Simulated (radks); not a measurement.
Species: S IV. Configuration: [Ne] 3s2 5d1 (not the ground configuration).

Calculated with a radial shooting solver on a logarithmic mesh with Libxc functionals: scalar-relativistic Kohn-Sham, PBE, spin-polarised, spherical densities, finite nucleus; open shells are filled with parallel spins first; Fermi nuclear charge, rms radius 3.2611 fm.

Energy parts (hartree):
part                      energy
total                 -395.20544
kinetic                396.82704
electron-nucleus      -918.22465
Hartree                150.20385
exchange-correlation   -24.01167

Orbitals (lengths in bohr, moments of r in powers of bohr; <r^-3> diverges for s and p1/2; r(90%) holds 90 % of the orbital's charge):
| orbital | occ. | eigenvalue (hartree) | r(90%) | <r^-3> | <r> |
|---|---|---|---|---|---|
| 1s down | 1 | -90.51379 | 0.173 | - | 0.09686 |
| 1s up | 1 | -90.51368 | 0.173 | - | 0.09686 |
| 2s up | 1 | -9.77981 | 0.747 | - | 0.4772 |
| 2s down | 1 | -9.77843 | 0.747 | - | 0.4771 |
| 2p up | 3 | -7.76064 | 0.732 | 82.21 | 0.4397 |
| 2p down | 3 | -7.75950 | 0.731 | 82.24 | 0.4396 |
| 3s up | 1 | -2.25525 | 2.17 | - | 1.473 |
| 3s down | 1 | -2.24958 | 2.17 | - | 1.471 |
| 5d up | 1 | -0.33792 | 10.3 | 0.09935 | 7.341 |

The highest occupied level is 5d up at -9.195 eV. Summed over all electrons, <r^2> = 67.99 bohr^2, which gives a Langevin (diamagnetic) susceptibility term of -53.8 x 10^-6 cm^3/mol.
